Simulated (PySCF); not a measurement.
# Telling isomers of C$_{8}$H$_{8}$O$_{4}$ apart by NMR

[PySCF 2.14.0 with density-fitted response routines: PBE0/pcSseg-1 with gauge-including orbitals; coordinates at the GFN2-xTB level; rapidly exchanging positions averaged; isolated molecule; one conformer; non-relativistic Hamiltonian]

Shifts are taken against calculated references (same method and geometry level): TMS for ¹H (31.72 ppm) and ¹³C (186.93 ppm). Where no couplings were computed, multiplicities follow the n + 1 count of equivalent neighbours, and m marks all less simple cases (inequivalent or close neighbours, rings, F or P nearby). Shifts are as computed. Against solution values, carbons near 30 ppm lie about +3 ppm off and those near 130 ppm about +5 ppm. Of 1211 compounds with measured shifts, 218 miss one by over three times the rms of a fit or turn the order of signals round; such compounds aren't used in these exercises.

(1) Tabulate the signals of `C=C(COC)C1=CC(=O)OC1=O`, `C=C[C@@H]1OC(=O)C(=O)O[C@H]1C=C`, `COC1=C(C2CC2)C(=O)OC1=O` and their relative energies.

(2) What is the quickest way to tell C=C(COC)C1=CC(=O)OC1=O from COC1=C(C2CC2)C(=O)OC1=O?

(3) What is the quickest way to tell C=C(COC)C1=CC(=O)OC1=O from C=C[C@@H]1OC(=O)C(=O)O[C@H]1C=C?

(4) What is the quickest way to tell C=C[C@@H]1OC(=O)C(=O)O[C@H]1C=C from COC1=C(C2CC2)C(=O)OC1=O?

## Answers

(1) 
```json
{"SMILES": "C=C(COC)C1=CC(=O)OC1=O", "carbon types": "4×C 1×CH 2×CH2 1×CH3", "δC": "172.5, 171.2, 148.6, 142.5, 140.7, 133.6, 80.8, 61.0", "δH": "7.63 (br s, 1H), 6.75 (s, 1H), 6.33 (br s, 1H), 4.12 (s, 2H), 3.65 (s, 3H)", "E rel. (kcal/mol)": "2.6"}
{"SMILES": "C=C[C@@H]1OC(=O)C(=O)O[C@H]1C=C", "carbon types": "2×C 4×CH 2×CH2", "δC": "160.0, 140.7, 129.5, 78.8", "δH": "6.18 (m, 2H), 6.00 (m, 2H), 5.90 (m, 2H), 5.10 (m, 2H)", "E rel. (kcal/mol)": "19.1"}
{"SMILES": "COC1=C(C2CC2)C(=O)OC1=O", "carbon types": "4×C 1×CH 2×CH2 1×CH3", "δC": "169.2, 167.5, 160.3, 128.6, 61.3, 12.1, 10.9", "δH": "4.45 (s, 3H), 1.83 (m, 1H), 1.44 (m, 2H), 1.02 (m, 2H)", "E rel. (kcal/mol)": "0.0"}
```

Energies are electronic energies at PBE0/pcSseg-1 on these geometries, without zero-point or thermal terms, each for the one conformer computed, which needn't be the lowest.

(2) Count the carbon signals: 8 against 7. The first has a terminal =CH2 carbon at 140.7 ppm, the second a three-membered-ring carbon (CH2) at 12.1 ppm. Their most deshielded carbons lie at 172.5 and 169.2 ppm. In the proton spectra the most deshielded non-exchanging signals are 7.63 (br s, 1H) and 4.45 (s, 3H).

(3) Count the carbon signals: 8 against 4. The first has a methyl carbon bonded to O (CH3) at 61.0 ppm, the second an allylic sp3 CH bonded to O at 78.8 ppm. Their most deshielded carbons lie at 172.5 and 160.0 ppm. In the proton spectra the most deshielded non-exchanging signals are 7.63 (br s, 1H) and 6.18 (m, 2H).

(4) Count the carbon signals: 4 against 7. The first has an alkene CH at 140.7 ppm, the second a methyl carbon bonded to O (CH3) at 61.3 ppm. Their most deshielded carbons lie at 160.0 and 169.2 ppm. In the proton spectra the most deshielded non-exchanging signals are 6.18 (m, 2H) and 4.45 (s, 3H).
